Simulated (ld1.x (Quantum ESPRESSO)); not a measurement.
## nickel: excitation energies, all-electron against PAW

```
Element                 : Ni (Z = 28)
Generator               : ld1.x (Quantum ESPRESSO) 7.5
Type                    : PAW
Functional              : PBEsol
Relativity              : scalar-relativistic
Frozen core             : [Ne] 3s2
Valence charge          : 16
Reference configuration : 3p6 3d8 4s1.75 4p0 (charge +0.25)
Partial waves           : 4s (bound): rcut 1.75, rcutus 2.05 bohr; 4s channel at -0.2 Ry: rcut 1.75, rcutus 2.05 bohr; 3p (bound): rcut 1.10, rcutus 1.20 bohr; 4p (bound, empty): rcut 1.10, rcutus 1.20 bohr; 3d (bound): rcut 0.90, rcutus 1.20 bohr; 3d channel at 0.4 Ry: rcut 0.90, rcutus 1.20 bohr; 4f channel at 0.3 Ry: rcut 1.45, rcutus 1.85 bohr; 4f channel at 2.6 Ry: rcut 1.45, rcutus 1.85 bohr
Local potential         : all-electron potential smoothed inside 1.50 bohr (lloc = -1)
Core correction         : Bessel-smoothed model core, default radius (core density twice the valence density)
Augmentation charge     : BESSEL, radius 0.65 bohr
```

Energies are relative to the spin-unpolarised reference configuration 3p6 3d8 4s1.75 4p0; without spin polarisation the order of configurations can differ from experiment.

| valence configuration | charge | ΔE all-electron (eV) | error AE − PS (meV) |
| --- | --- | --- | --- |
| 3p6 3d8 4s2 4p0 | 0 | -1.636 | +0.2 |
| 3p6 3d8 4s1 4p0 | +1 | 7.700 | +0.7 |
| 3p6 3d8 4s0 4p0 | +2 | 24.961 | +9.3 |
| 3p5 3d8 4s2 4p0 | +1 | 77.759 | -13 |
| 3p6 3d9 4s0 4p0 | +1 | 4.628 | +2.8 |

Question: What are ΔE and the potential's error for 3p6 3d8 4s0 4p2?

Answer: ΔE = 7.906 eV all-electron; the error (AE − PS) is +7.7 meV.

Question: What are ΔE and the potential's error for 3p6 3d9 4s1 4p0?

Answer: ΔE = -3.245 eV all-electron; the error (AE − PS) is -0.4 meV.

Levels in the configuration 3p6 3d9 4s0 4p0:

```
level  all-electron (eV)  pseudo (eV)
   3p            -74.647      -74.629
   3d            -12.945      -12.932
```
